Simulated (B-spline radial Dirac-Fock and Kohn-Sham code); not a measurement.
# Te²⁺ 2s: cross section and angular parameters

System: the Te²⁺ ion, [Kr] 4d10 5s2 5p2; threshold 4934.9 eV (orbital energy of the model). Method: Dirac-Hartree-Slater photoionisation with a Latter tail; cross sections with all multipoles, angular parameters from the dipole term and its interference with E2. Computed with a radial B-spline solver.

The run's input, task.json:

```json
{"items": [{
  "Z": 52,
  "q": 2,
  "cfg": [[1, 0, 2], [2, 0, 2], [2, 1, 6], [3, 0, 2], [3, 1, 6], [3, 2, 10], [4, 0, 2], [4, 1, 6], [4, 2, 10], [5, 0, 2], [5, 1, 2]],
  "A": 130,
  "rrms": 4.7423,
  "do": "xps",
  "hv": [60, 88.2, 92.6, 100, 150, 213.0, 282.0, 369.0, 432.0, 600, 657.0, 1000, 1160.0, 1253.6, 1310.0, 1380.0, 1486.9, 1810.0, 1890.0, 2380.0, 4240.0, 5290.0, 5340.0, 5800.0, 6470.0, 6840.0, 6950.0, 8047.8, 13600.0]
}]}
```

Command: `python xray2_run.py task.json out`

| hν (eV) | σ (kb) | β | γ |
| --- | --- | --- | --- |
| 5290 | 23.1 | 1.989 | 0.740 |
| 5340 | 22.8 | 1.989 | 0.680 |
| 5800 | 19.8 | 1.989 | 0.304 |
| 6470 | 16.4 | 1.990 | 0.047 |
| 6840 | 14.8 | 1.990 | -0.025 |
| 6950 | 14.4 | 1.990 | -0.040 |
| 8047.8 | ? | ? | ? |
| 13600 | 3.83 | 1.991 | 0.409 |

Q: Give the values at Cu Kα (8047.8 eV).

A: σ = 11.0 kb, β = 1.991, γ = -0.096. For an s subshell δ is negligible.
